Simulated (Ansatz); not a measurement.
Input file for Ansatz (a quantum-chemistry and plane-wave program): R-SVWN5/def2-TZVPP on CH3BF2 (SMILES CB(F)F), a point of a torsion scan.

Ansatz 0.2 input:
```yaml
crystal:
  periodic: [false, false, false]
  atoms:
    - {symbol: C, position_ang: [-0.70796952, -0.06500843, 0.00065589]}
    - {symbol: B, position_ang: [0.85161295, 0.10874023, -0.05973671]}
    - {symbol: F, position_ang: [1.61595295, 0.18321844, 1.01146909]}
    - {symbol: F, position_ang: [1.52363902, 0.17862762, -1.19175737]}
    - {symbol: H, position_ang: [-1.11400377, 0.22671947, 0.96410969]}
    - {symbol: H, position_ang: [-0.97342850, -1.10861122, -0.16211477]}
    - {symbol: H, position_ang: [-1.20378409, 0.50651864, -0.77914730]}
basis:
  gaussian:
    orbitals: def2-TZVPP
hamiltonian:
  xc: {name: SVWN5}
scf: {lower_state_search: off}
```

Program output:

```
WARN ansatz: RAYON_NUM_THREADS=1 ignored (pool sized by the plan → 1); use --threads N
Functional definition: SVWN5
these checks for a lower state are left out or cut short: stability, starts, cluster_reference, orbital_swaps, neighbouring_geometries, increment
integrals: 0.06 GiB planned
838 factors; their error is unknown
mean field: 0.51 GiB planned
mean field evaluation 1: about -7141.0684 eV, gradient 6.9e1 eV
mean field evaluation 2: about -7130.9653 eV, gradient 9.2e1 eV
mean field evaluation 4: about -7150.4468 eV, gradient 7.2e0 eV
mean field evaluation 8: about -7150.5319 eV, gradient 3.9e-2 eV
mean field evaluation 16: about -7150.5193 eV, gradient 4.7e-5 eV
mean field -7150.51927353 eV, -262.7767365062 hartree, gradient 1.9e-6 eV, S^2 0.000000; 0 other end points of the search recorded, 0 dependent functions left out
reference -7150.51930888 eV, -262.7767378054 hartree; 16, 16 occupied and 150, 150 virtual orbitals, 838 factors
Total energy: -7150.51930888 eV, -262.7767378054 hartree
Checks for a lower state left out: stability, starts, cluster_reference, orbital_swaps, neighbouring_geometries, increment
```

Self-consistency was reached.

Cost: about 0.7 core-seconds (a rough figure).
